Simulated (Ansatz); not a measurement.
Geometry optimisation, RKS B3LYP-D4/6-31G* in Ansatz.

Input:

```yaml
crystal:
  periodic: [false, false, false]
  atoms:
    - { symbol: Al, position_ang: [0.28159, -0.427428, 0.345204] }
    - { symbol: H, position_ang: [1.067664, -0.20538, 1.65518] }
    - { symbol: O, position_ang: [1.736891, -0.046281, -0.516893] }
    - { symbol: H, position_ang: [2.411075, 0.13672, 0.152834] }
    - { symbol: O, position_ang: [-1.257858, -0.832638, -0.19167] }
    - { symbol: Si, position_ang: [-2.731325, -1.280672, -0.783091] }
    - { symbol: H, position_ang: [-3.288279, -2.388531, 0.042283] }
    - { symbol: H, position_ang: [-3.659373, -0.119055, -0.72866] }
    - { symbol: H, position_ang: [-2.598186, -1.748936, -2.189586] }
basis:
  gaussian: { orbitals: "6-31G*" }
hamiltonian:
  xc: b3lyp
  dispersion: d4
relax:
  f_tol: 0.03
  max_steps: 50
output:
  orbitals: {}
```

Command:

```bash
$ ansatz run input.yaml --threads 1 --pin off --max-ram 2048MiB --backend cpu --events-out ev --progress --plain --runs-dir out
```

Task: Where does it end, and by what steps?

Result: The run converged. The force dipped under the threshold on the way, but the program's further checks kept it going. After 19 steps the energy has fallen by 0.664 eV; H4 moved furthest, 0.71 Å.

```csv
step,energy less start (eV),largest force component (eV/Å),accepted
0,0.0000,1.511,yes
1,-0.3797,1.085,yes
2,-0.5515,0.378,yes
3,-0.5496,0.705,no
4,-0.5996,0.266,yes
5,-0.6394,0.184,yes
6,-0.6585,0.033,yes
7,-0.6602,0.033,yes
8,-0.6583,0.226,no
9,-0.6602,0.068,no
10,-0.6604,0.008,yes
11,-0.6615,0.115,yes
12,-0.6568,0.195,no
13,-0.6575,0.276,no
14,-0.6632,0.025,yes
15,-0.6637,0.029,yes
16,-0.6641,0.042,yes
17,-0.6642,0.040,yes
18,-0.6644,0.034,yes
19,-0.6644,0.015,yes
```

```xyz
9
Properties=species:S:1:pos:R:3
Al 0.320 -0.420 0.577
H 0.752 -0.273 2.084
O 1.397 -0.144 -0.719
H 2.311 0.115 -0.547
O -1.272 -0.867 0.199
Si -2.573 -1.240 -0.735
H -3.310 -2.386 -0.137
H -3.498 -0.077 -0.821
H -2.165 -1.620 -2.116
```

Whether the end is a true minimum wasn't checked by a vibrational analysis.

Time of the run: 62 s on 1 thread of Arm Neoverse V2, with other jobs on the host, peak memory 0.15 GiB.
